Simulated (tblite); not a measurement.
C₅H₇O₂ (charge -1).
Geometry (GFN2-xTB, Å), atoms numbered from 1 in this order:
```
atom  x, y, z in Å
O1     2.5181    0.8721    0.0983
C2     1.9124   -0.2045    0.0232
O3     2.2748   -1.3382    0.3623
C4     0.4603   -0.1221   -0.6276
C5    -0.3506    1.1134   -0.2146
C6    -1.3003    0.2083    0.5839
C7    -0.5832   -1.0329    0.0325
H8     0.5825   -0.2591   -1.7063
H9    -0.8354    1.6434   -1.0385
H10    0.2283    1.8277    0.3707
H11   -1.2076    0.3227    1.6641
H12   -2.3568    0.2919    0.3150
H13   -1.1894   -1.6201   -0.6623
H14   -0.1538   -1.7032    0.7771
```

Level: GFN2-xTB in tblite, geometry and Hessian alike; calculated harmonic values, unscaled, isolated species. Errors from tens to a few hundred cm⁻¹ against measured bands are possible. One conformer, not necessarily the lowest.

Harmonic wavenumbers (cm⁻¹): 25.6, 57.7, 201.0, 261.8, 511.2, 526.0, 699.3, 759.1, 771.0, 818.8, 821.7, 987.9, 1005.4, 1036.4, 1040.5, 1084.7, 1103.1, 1177.9, 1186.1, 1229.1, 1233.9, 1237.7, 1253.1, 1262.5, 1315.3, 1475.7, 1480.2, 1500.2, 1784.0, 2908.1, 2924.3, 2927.9, 2948.5, 2977.6, 2987.6, 2990.9.

A = 5102, B = 2179, C = 1721 MHz; mass 99.045 u (most abundant isotopes); point group Cs, symmetry number 1.

**Question.** Zero-point energy?

**Answer.** ½Σν̃ = 24256 cm⁻¹ = 290.16 kJ/mol.

**Question.** Give the ideal-gas entropy at 400 K and 1 bar in the rigid-rotor, harmonic-oscillator model (classical rotation).

**Answer.** Translation 172.28, rotation 117.56, vibration 99.61: S = 389.4 J/(mol K).

**Question.** And Cp and H(400 K) − H(0)?

**Answer.** Cp = 137.99 J/(mol K), of which vibrations give 104.74 (their classical limit is 36 R = 299.3); H(400 K) − H(0) = 32.60 kJ/mol without the zero-point energy, 19.29 from vibrations.

**Question.** Blend soft modes into free rotors: weight 1/[1 + (100 cm⁻¹/ν̃)⁴] for the oscillator and the rest for a rotor with moment μB/(μ + B), μ = h/(8π²ν), B = 10⁻⁴⁴ kg m². What vibrational entropy results?

**Answer.** 84.93 J/(mol K) in place of 99.61, which changes −T·S at 400 K by +5.87 kJ/mol.

**Question.** How do the functions run with temperature in this model?

**Answer.** 
```tsv
T (K)	S (J/(mol K))	Cp (J/(mol K))	H − H(0) (kJ/mol)	G − H(0) (kJ/mol)	ln q(vib)
100	273.4	57.1	4.77	-22.57	1.83
200	318.3	76.3	11.36	-52.31	3.37
300	354.6	105.8	20.39	-85.98	4.76
500	423.4	166.6	47.86	-163.83	7.66
800	515.8	225.6	107.54	-305.10	12.24
1000	569.0	250.3	155.27	-413.69	15.23
```

q(vib) and H(0) count from the zero-point level.

**Question.** Which modes carry the vibrational entropy at 400 K?

**Answer.** 25.6 cm⁻¹: 28.15; 57.7 cm⁻¹: 21.40; 201.0 cm⁻¹: 11.19; 261.8 cm⁻¹: 9.11; 511.2 cm⁻¹: 4.33; 526.0 cm⁻¹: 4.15 J/(mol K); the other 30 give 21.27 together.

**Question.** What must be added to the electronic energy to get the Gibbs energy at 400 K and 1 bar?

**Answer.** ZPE + [H(400 K) − H(0)] − T·S = 290.16 + 32.60 − 155.78 = 166.98 kJ/mol.

Hindered rotation and anharmonicity are outside this model. Other conformers, if any are populated, would add a mixing term that is left out.
